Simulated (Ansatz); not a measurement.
# Molecular dynamics of H6C3O

The input (input.yaml):

```yaml
accuracy: low
crystal:
  lattice:
    - [7.663094, 0.0, 0.0]
    - [0.0, 7.663094, 0.0]
    - [0.0, 0.0, 7.663094]
  atoms:
    - { symbol: O, position: [0.17210487, 0.12109025, 0.53552881] }
    - { symbol: C, position: [0.27833855, 0.12841482, 0.43483949] }
    - { symbol: O, position: [0.7605539, 0.98778219, 0.48677273] }
    - { symbol: C, position: [0.78625974, 1.00193359, 0.34394991] }
    - { symbol: O, position: [0.83370487, 0.38107869, 0.41888513] }
    - { symbol: C, position: [0.89298277, 0.41254701, 0.28472939] }
    - { symbol: C, position: [0.20282717, 0.36042198, 0.88042128] }
    - { symbol: C, position: [0.3267188, 0.19848329, 0.89701271] }
    - { symbol: H, position: [0.25303806, 0.49229934, 0.84923532] }
    - { symbol: H, position: [0.1280538, 0.33885756, 0.76138412] }
    - { symbol: H, position: [0.11031401, 0.34819281, 0.97940436] }
    - { symbol: H, position: [0.2656768, 0.08004124, 0.86800817] }
    - { symbol: H, position: [0.44140275, 0.21701046, 0.81241094] }
    - { symbol: H, position: [0.38710708, 0.19530494, 1.02373295] }
    - { symbol: C, position: [0.44798291, 0.67860886, 0.25877318] }
    - { symbol: C, position: [0.30861739, 0.61822024, 0.37882747] }
    - { symbol: H, position: [0.51379998, 0.57620303, 0.18835906] }
    - { symbol: H, position: [0.40192366, 0.77146135, 0.16458901] }
    - { symbol: H, position: [0.53831163, 0.75728592, 0.34308898] }
    - { symbol: H, position: [0.31809554, 0.70692567, 0.49763931] }
    - { symbol: H, position: [0.1815028, 0.63053237, 0.31212809] }
    - { symbol: H, position: [0.31758672, 0.48878539, 0.4404358] }
    - { symbol: C, position: [0.97193664, 0.83590686, 0.88256611] }
    - { symbol: C, position: [0.80081342, 0.7543274, 0.89555007] }
    - { symbol: H, position: [0.9637296, 0.97687123, 0.89797134] }
    - { symbol: H, position: [1.07877852, 0.77756938, 0.9684873] }
    - { symbol: H, position: [1.0098621, 0.82615645, 0.74364637] }
    - { symbol: H, position: [0.78168022, 0.6437025, 0.80305017] }
    - { symbol: H, position: [0.78327088, 0.70043703, 1.02473755] }
    - { symbol: H, position: [0.69408617, 0.84386148, 0.85555371] }
basis:
  ecutwfc: 420.0
kpoints:
  mp_grid: { grid: [1, 1, 1] }
hamiltonian:
  xc: pbe
scf:
  occupations: { method: fermi_dirac, width: 0.05 }
  lower_state_search: "off"
md:
  timestep: 0.5
  n_steps: 400
  ensemble: nvt_nose_hoover
  temperature: 300.0
  initial_velocities: maxwell_boltzmann
  seed: 486691
  nose_hoover: { tau: 200.0, chain_length: 1 }
```

Command:

```bash
$ ansatz run input.yaml --threads 1 --pin off --max-ram 3072MiB --backend cpu --events-out ev --progress --plain --runs-dir out
```

It goes on from the last frame of an earlier run, with new velocities.

Output, in part (step lines):

```
md step     0: t =     0.00 fs  T =   300.0 K  F+E_penalty+E_count = -4245.30410271 eV  E_kin = 1.124562 eV  conserved = -4244.17954072 eV  (11 SCF iters)
md step     1: t =     0.50 fs  T =   313.4 K  F+E_penalty+E_count = -4245.35511866 eV  E_kin = 1.174714 eV  conserved = -4244.18040467 eV  (8 SCF iters)
md step     2: t =     1.00 fs  T =   327.5 K  F+E_penalty+E_count = -4245.40891616 eV  E_kin = 1.227781 eV  conserved = -4244.18113401 eV  (8 SCF iters)
md step     3: t =     1.50 fs  T =   339.5 K  F+E_penalty+E_count = -4245.45396816 eV  E_kin = 1.272554 eV  conserved = -4244.18141116 eV  (8 SCF iters)
md step     4: t =     2.00 fs  T =   347.9 K  F+E_penalty+E_count = -4245.48536805 eV  E_kin = 1.304138 eV  conserved = -4244.18122248 eV  (8 SCF iters)
md step     5: t =     2.50 fs  T =   353.3 K  F+E_penalty+E_count = -4245.50522098 eV  E_kin = 1.324401 eV  conserved = -4244.18080500 eV  (4 SCF iters)
md step     6: t =     3.00 fs  T =   357.2 K  F+E_penalty+E_count = -4245.51927718 eV  E_kin = 1.338804 eV  conserved = -4244.18044841 eV  (4 SCF iters)
md step     7: t =     3.50 fs  T =   360.8 K  F+E_penalty+E_count = -4245.53267440 eV  E_kin = 1.352327 eV  conserved = -4244.18030896 eV  (4 SCF iters)
[... lines left out ...]
md step   400: t =   200.00 fs  T =   335.9 K  F+E_penalty+E_count = -4245.62966472 eV  E_kin = 1.259274 eV  conserved = -4244.18153799 eV  (8 SCF iters)
```

The steps, from the saved trajectory:

```csv
time (fs),T (K),potential energy less start (eV),conserved less start (meV/atom)
0.0,300,0.000,0.00
6.5,385,-0.318,-0.03
13.0,371,-0.268,-0.05
19.5,350,-0.192,-0.05
26.0,408,-0.412,-0.04
32.5,330,-0.119,0.01
39.0,383,-0.324,-0.03
45.5,302,-0.023,-0.02
52.0,353,-0.220,-0.04
58.5,322,-0.105,-0.03
65.0,327,-0.131,-0.04
71.5,360,-0.259,-0.05
78.0,354,-0.242,-0.04
84.5,324,-0.134,0.00
91.0,365,-0.295,-0.02
97.5,376,-0.344,-0.06
104.0,300,-0.068,-0.07
110.5,365,-0.317,-0.06
117.0,259,0.073,0.01
123.5,293,-0.061,0.00
130.0,331,-0.213,-0.06
136.5,319,-0.175,-0.08
143.0,356,-0.321,-0.07
149.5,309,-0.152,-0.03
156.0,345,-0.295,-0.03
162.5,343,-0.297,-0.04
169.0,310,-0.183,-0.03
175.5,371,-0.421,-0.07
182.0,322,-0.246,-0.08
188.5,300,-0.171,-0.05
195.0,336,-0.318,-0.01
```

The run went to its last step. The conserved energy stayed within 0.1 meV per atom of its start (net change -0.067 meV per atom), so the integration is sound. A run of 0.2 ps of so small a system gives no equilibrium averages. Limits of this set-up: coarse k mesh, low accuracy level.

Mean squared displacements from the first frame to the last, about the centre of mass: O 1.78 Å², C 0.75 Å², H 2.94 Å².

Last frame:

```xyz
30
Lattice="7.6631 0.0000 0.0000 0.0000 7.6631 0.0000 0.0000 0.0000 7.6631" Properties=species:S:1:pos:R:3
O 1.268 0.116 3.144
C 2.162 0.497 2.539
O 5.248 8.221 4.382
C 5.303 7.837 3.308
O 7.243 4.273 3.127
C 6.681 3.368 2.713
C 0.924 1.913 7.617
C 2.222 2.181 6.759
H 0.651 2.640 8.398
H 0.109 1.703 6.925
H 1.022 0.965 8.202
H 2.469 1.441 5.984
H 2.028 3.118 6.247
H 3.065 2.287 7.412
C 3.322 4.965 1.553
C 3.277 4.686 3.000
H 4.360 4.812 1.170
H 2.633 4.400 0.915
H 3.264 6.032 1.407
H 4.205 4.875 3.571
H 2.609 5.457 3.484
H 2.845 3.715 3.230
C 7.454 6.274 6.979
C 6.688 5.214 6.278
H 8.141 5.936 7.777
H 7.995 6.965 6.207
H 6.716 6.874 7.491
H 6.081 5.580 5.397
H 7.356 4.386 5.888
H 6.023 4.781 7.013
```

The run took 10 min on 1 thread of Arm Neoverse V2 (shared host), peak memory 0.44 GiB.
